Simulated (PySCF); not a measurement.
Stepwise substitution at one centre (B H-CH3). All species are isolated molecules in the gas phase. Strings in code marks are SMILES.

Method: PBE-D3(BJ)/def2-TZVP // CAM-B3LYP-D3(BJ)/def2-TZVP (PySCF 2.14.0). Excitations are Tamm–Dancoff values on a coarser integration grid. The basis has no diffuse functions, so Rydberg states are missing or too high.

```
species                                dipole moment (D)  LUMO (eV)  S1 oscillator strength  HOMO–LUMO gap (eV)  T1 excitation (TDA) (eV)
-------------------------------------  -----------------  ---------  ----------------------  ------------------  ------------------------
0 of 3 H replaced by CH3 (`B`)                      0.00      -3.04                       –                5.44                         –
1 of 3 H replaced by CH3 (`BC`)                     0.78      -2.26                   0.000                5.32                      4.83
2 of 3 H replaced by CH3                            0.47      -1.61                   0.002                5.63                      5.19
3 of 3 H replaced by CH3 (`B(C)(C)C`)               0.07      -1.14                   0.001                5.96                      5.59
```
